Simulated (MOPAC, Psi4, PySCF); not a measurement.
Two rigid molecules brought together: BF3 ··· CH3Br (SMILES FB(F)F and CBr). Monomers: optimised at B3LYP-D3(BJ) (def2-TZVP), held rigid. Orientation: lowest of the rigid-body minima from ten starts at GFN2-xTB. R is the distance of the centres of mass, along which the second monomer moves.

Methods: RHF/STO-3G = restricted Hartree-Fock/STO-3G, no counterpoise correction (PySCF); PM3, restricted, heats of formation (MOPAC); RHF/6-31G* = PySCF with restricted Hartree-Fock/6-31G*, spherical d, no counterpoise correction; SAPT0/jun-cc-pVDZ, frozen core (Psi4).

Interaction energies in kJ/mol; the last columns give the difference from SAPT0:

| R / Å | RHF/STO-3G | PM3 | RHF/6-31G* | SAPT0/jun-cc-pVDZ | RHF/STO-3G − SAPT0/jun-cc-pVDZ | PM3 − SAPT0/jun-cc-pVDZ | RHF/6-31G* − SAPT0/jun-cc-pVDZ |
|---|---|---|---|---|---|---|---|
| 2.35 | 79.08 | 8.48 | 100.50 | 68.62 | 10.46 | -60.14 | 31.88 |
| 2.55 | 22.85 | -23.14 | 45.53 | 25.13 | -2.28 | -48.27 | 20.41 |
| 2.77 | -2.02 | -15.90 | 14.50 | 2.26 | -4.28 | -18.16 | 12.24 |
| 2.93 | -7.96 | -8.03 | 3.02 | -5.40 | -2.56 | -2.63 | 8.42 |
| 3.11 | -9.13 | -3.80 | -3.58 | -9.20 | 0.07 | 5.40 | 5.63 |
| 3.35 | -7.41 | -2.63 | -6.71 | -10.25 | 2.84 | 7.61 | 3.53 |
| 3.63 | -4.86 | -2.43 | -6.75 | -9.12 | 4.25 | 6.68 | 2.37 |
| 3.91 | -3.11 | -2.13 | -5.57 | -7.34 | 4.23 | 5.21 | 1.77 |
| 4.39 | -1.63 | -1.57 | -3.54 | -4.65 | 3.02 | 3.08 | 1.11 |
| 5.11 | -0.81 | -0.93 | -1.77 | -2.30 | 1.48 | 1.37 | 0.53 |
| 6.15 | -0.37 | -0.43 | -0.73 | -0.95 | 0.58 | 0.52 | 0.21 |
| 7.40 | -0.16 | -0.18 | -0.31 | -0.39 | 0.23 | 0.21 | 0.08 |

RHF/STO-3G is furthest from SAPT0/jun-cc-pVDZ at 2.35 (10.46 kJ/mol, above); its mean absolute difference over the points is 3.02 kJ/mol.

PM3 is furthest from SAPT0/jun-cc-pVDZ at 2.35 (-60.14 kJ/mol, below); its mean absolute difference over the points is 13.27 kJ/mol.

RHF/6-31G* is furthest from SAPT0/jun-cc-pVDZ at 2.35 (31.88 kJ/mol, above); its mean absolute difference over the points is 7.35 kJ/mol.
